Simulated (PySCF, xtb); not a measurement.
CH8FNSi2, SMILES CN([SiH3])[SiH2]F.

GFN2-xTB run with xtb at its own geometry gives an orbital gap of 4.82 eV and a dipole moment of 1.89 D.

Coordinates come from a B3LYP-D3(BJ)/def2-SVP optimisation. The structure was generated by enumeration, and PubChem lists no compound with its InChIKey, so it may never have been made. The values are those of a single conformer.

**Question.** What does PBE/def2-TZVP in PySCF give? (Estimate from the structure and the level; the computed values follow.)

**Answer.** gap 5.52 eV (levels -6.22 and -0.70 eV), dipole 1.73 D.
